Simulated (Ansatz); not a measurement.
Reaction (cleavage of the Ge–Si bond): `C[SiH]([GeH3])C#N` + `CC=N` → `C/C=[N]\[GeH3]` + `C[SiH2]C#N`

Calculated with Ansatz (gas phase, PBE0-D4/def2-TZVP geometries, no zero-point term in ΔE). CCSD(T)/CBS is the MP2 limit (def2-TZVPP, def2-QZVPP) plus CCSD(T) − MP2 in def2-TZVPP, frozen cores. DFT in def2-TZVPP. B3LYP here is the variant with VWN-RPA as its local correlation; programs differ in this. For Ge outer-core shells are correlated without core-valence functions, which leaves a few kJ/mol of doubt a bond. Scalar relativity is left out up to krypton. One conformer a species, not always the lowest.

```json
{"level": "PBE-D4", "ΔE (kJ/mol)": "36.0", "difference from CCSD(T)/CBS": "10.7"}
{"level": "r2SCAN-D4", "ΔE (kJ/mol)": "29.0", "difference from CCSD(T)/CBS": "3.7"}
{"level": "PBE0-D4", "ΔE (kJ/mol)": "35.1", "difference from CCSD(T)/CBS": "9.8"}
{"level": "B3LYP-D4", "ΔE (kJ/mol)": "25.5", "difference from CCSD(T)/CBS": "0.2"}
{"level": "ωB97X-V", "ΔE (kJ/mol)": "24.7", "difference from CCSD(T)/CBS": "-0.6"}
{"level": "ωB97M-V", "ΔE (kJ/mol)": "25.0", "difference from CCSD(T)/CBS": "-0.3"}
{"level": "B2PLYP", "ΔE (kJ/mol)": "21.9", "difference from CCSD(T)/CBS": "-3.4"}
{"level": "PBE", "ΔE (kJ/mol)": "36.0", "difference from CCSD(T)/CBS": "10.7"}
{"level": "r2SCAN", "ΔE (kJ/mol)": "28.8", "difference from CCSD(T)/CBS": "3.5"}
{"level": "PBE0", "ΔE (kJ/mol)": "34.7", "difference from CCSD(T)/CBS": "9.4"}
{"level": "B3LYP", "ΔE (kJ/mol)": "25.4", "difference from CCSD(T)/CBS": "0.1"}
{"level": "HF/def2-TZVPP", "ΔE (kJ/mol)": "12.9", "difference from CCSD(T)/CBS": "-12.4"}
{"level": "MP2/def2-TZVPP", "ΔE (kJ/mol)": "19.2", "difference from CCSD(T)/CBS": "-6.1"}
{"level": "SCS-MP2/def2-TZVPP", "ΔE (kJ/mol)": "15.9", "difference from CCSD(T)/CBS": "-9.4"}
{"level": "CCSD/def2-TZVPP", "ΔE (kJ/mol)": "24.0", "difference from CCSD(T)/CBS": "-1.3"}
{"level": "CCSD(T)/def2-TZVPP", "ΔE (kJ/mol)": "24.0", "difference from CCSD(T)/CBS": "-1.3"}
{"level": "HF/def2-QZVPP", "ΔE (kJ/mol)": "12.1", "difference from CCSD(T)/CBS": "-13.2"}
{"level": "MP2/def2-QZVPP", "ΔE (kJ/mol)": "19.6", "difference from CCSD(T)/CBS": "-5.7"}
{"level": "SCS-MP2/def2-QZVPP", "ΔE (kJ/mol)": "16.2", "difference from CCSD(T)/CBS": "-9.1"}
{"level": "HF/CBS(def2)", "ΔE (kJ/mol)": "12.0", "difference from CCSD(T)/CBS": "-13.3"}
{"level": "MP2/CBS(def2)", "ΔE (kJ/mol)": "20.4", "difference from CCSD(T)/CBS": "-4.9"}
{"level": "CCSD/CBS(def2)", "ΔE (kJ/mol)": "25.2", "difference from CCSD(T)/CBS": "-0.1"}
{"level": "CCSD(T)/CBS", "ΔE (kJ/mol)": "25.3", "difference from CCSD(T)/CBS": "0"}
```

Largest T1 diagnostic among the species: 0.013.

In def2-TZVPP, CCSD(T) changes the Hartree–Fock value by +11.1 kJ/mol (the triples alone add +0.0 kJ/mol) and MP2 by +6.3 kJ/mol.
